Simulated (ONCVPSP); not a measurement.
What one change does to a pseudopotential (strontium (Sr), ONCV)

Sr (Z = 38), optimised norm-conserving Vanderbilt (ONCV), made with ONCVPSP 4.0.1 (PBEsol, scalar-relativistic). Core [Ar] 3d10, reference 4s2 4p6 5s2. Waves: 4s+5s: rc 2.60 bohr, ncon 3, nbas 6, qcut 4.5 1/bohr, 2 projectors; 4p: rc 2.25 bohr, ncon 5, nbas 9, qcut 6.6 1/bohr, 2 projectors, debl 3.3 Ha; d scattering state at 0.32 Ha: rc 2.55 bohr, ncon 5, nbas 8, qcut 4 1/bohr, 2 projectors, debl 0.3 Ha. Local part: polynomial inside 2.05 bohr (lpopt 5, dvloc0 6 Ha). Core correction: polynomial model core, fcfact 0.4.

In the d channel the program set the typed energies aside and used 0.050, 0.350 Ha.

All-electron outer shells of the reference configuration (PBEsol, scalar-relativistic, ld1.x):

```
shell  level (eV)  outermost node (bohr)  outermost maximum (bohr)
   4s      -40.87                   0.59                      1.19
   4p      -22.81                   0.61                      1.33
   5s       -3.54                   1.65                      3.67
```

Change: p: nproj 1.

Cutoffs: the cutoffs (Ha) at which the residual kinetic energy of the hardest occupied pseudo-wave falls to 1 and 0.1 mHa per electron; they do not see the model core or the augmentation charge, which bear on the density cutoff. Errors are all-electron minus pseudo energies relative to the spin-unpolarised reference configuration.

Q: How do hardness, ghosts and transferability respond?

A: The potential gets neither clearly harder nor softer (8.0 Ha and 16 Ha → 8.0 Ha and 16 Ha); the errors of the 4 common tests hardly move; the range in which the p phases agree narrows (upper end at the end of the scan → 0.4); neither file shows a bound ghost.

```tsv
quantity	base	changed
cutoff, loose	8.0 Ha	8.0 Ha
cutoff, tight	16 Ha	16 Ha
bound ghosts	none	none
GHOST(+) flags under 300 eV	none	none
error for 4s2 4p6 5s1, meV [ΔE 5.90 eV]	-0.8	-0.9
error for 4s2 4p6 5s0, meV [ΔE 16.79 eV]	-5.6	-6.4
error for 4s2 4p6 5s1.5, meV [ΔE 2.35 eV]	-0.2	-0.2
error for 4s2 4p6 4d0.5 5s1.5, meV [ΔE 1.15 eV]	-1.9	-1.9
s: phases at 2.64 bohr within 0.05 rad from the reference energy up to (Ha; the scan ends near 5)	2.8	2.8
p: phases at 2.29 bohr within 0.05 rad from the reference energy up to (Ha; the scan ends near 5)	to the end of the scan	0.4
d: phases at 2.59 bohr within 0.05 rad from the reference energy up to (Ha; the scan ends near 5)	to the end of the scan	to the end of the scan
rms error of d²Exc/dni dnj with the model core, mHa	2.16	2.16
```
